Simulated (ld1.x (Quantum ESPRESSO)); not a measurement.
**Which change was made? (Os, ultrasoft)**

| Quantity | Value |
| --- | --- |
| Element | Os |
| Generator | ld1.x (Quantum ESPRESSO) 7.5 |
| Type | ultrasoft |
| Functional | PBEsol |
| Relativity | scalar-relativistic |
| Frozen core | [Xe] 4f14 |
| Valence charge | 8 |
| Reference configuration | 5d6 6s1.75 6p0.25 |
| Partial waves | 6s (bound): rcut 2.10, rcutus 2.50 bohr; 6s channel at 0.35 Ry: rcut 2.10, rcutus 2.50 bohr; 6p (bound): rcut 2.40, rcutus 3.05 bohr; 6p channel at 0.65 Ry: rcut 2.40, rcutus 3.05 bohr; 5d (bound): rcut 1.90, rcutus 2.00 bohr; 5d channel at 0.25 Ry: rcut 1.90, rcutus 2.00 bohr |
| Local potential | all-electron potential smoothed inside 1.55 bohr (lloc = -1) |
| Core correction | a·sin(br)/r model core, default radius (core density twice the valence density) |
| Augmentation charge | PSQ, radius 1.95 bohr |

Cutoffs, loose and tight: the cutoffs (Ry, on a coarse ladder) from which the occupation-weighted sum of valence levels, in a spherical-Bessel basis at the reference potential, stays within 10 and 1 mRy of its value at 400 Ry. They do not see the model core or the augmentation charge, which bear on the density cutoff. Test errors are all-electron minus pseudo excitation energies from the reference, over the configurations 5d6 6s2 6p0; 5d6 6s1 6p0; 5d6 6s0 6p0; 5d6 6s1.5 6p0; 5d6.5 6s1.5 6p0; 5d5 6s2 6p0; 5d7 6s1 6p0; variants that change the core or the reference have their own tests.

The base gives: outcome: generated; cutoff, loose: 25 Ry; cutoff, tight: 40 Ry; bound ghosts: s, p; largest test error (meV): -66.

Task: After one change the result is: outcome: generated; cutoff, loose: 18 Ry; cutoff, tight: 30 Ry; bound ghosts: s; largest test error (meV): -188. Which change was it?
A. augmentation PSQ, radius 1.90 bohr
B. all radii but the core radius scaled by about 1.19 (s 2.98, p 3.62, d 2.38 bohr, rcut 2.50/2.86/2.26); local potential all-electron potential smoothed inside 1.84 bohr (lloc = -1); augmentation PSQ, radius 2.32 bohr
C. core [Kr] 4d10 4f14, valence charge 16; reference 5s2 5p6 5d6 6s2 6p0; waves now 5s (bound): rcut 1.35, rcutus 1.45 bohr; 6s (bound): rcut 1.35, rcutus 1.45 bohr; 5p (bound): rcut 1.60, rcutus 1.70 bohr; 6p (bound): rcut 1.60, rcutus 1.70 bohr; 5d (bound): rcut 1.70, rcutus 2.30 bohr; 5d channel at 0.25 Ry: rcut 1.70, rcutus 2.30 bohr; local potential all-electron potential smoothed inside 1.10 bohr (lloc = -1); core correction a·sin(br)/r model core inside 1.45 bohr; augmentation PSQ, radius 1.20 bohr

Result: B. The others give: augmentation PSQ, radius 1.90 bohr → outcome: generated; cutoff, loose: 25 Ry; cutoff, tight: 40 Ry; bound ghosts: s, p; largest test error (meV): -50 | core [Kr] 4d10 4f14, valence charge 16; reference 5s2 5p6 5d6 6s2 6p0; waves now 5s (bound): rcut 1.35, rcutus 1.45 bohr; 6s (bound): rcut 1.35, rcutus 1.45 bohr; 5p (bound): rcut 1.60, rcutus 1.70 bohr; 6p (bound): rcut 1.60, rcutus 1.70 bohr; 5d (bound): rcut 1.70, rcutus 2.30 bohr; 5d channel at 0.25 Ry: rcut 1.70, rcutus 2.30 bohr; local potential all-electron potential smoothed inside 1.10 bohr (lloc = -1); core correction a·sin(br)/r model core inside 1.45 bohr; augmentation PSQ, radius 1.20 bohr → outcome: failed: chargeps: negative rho.
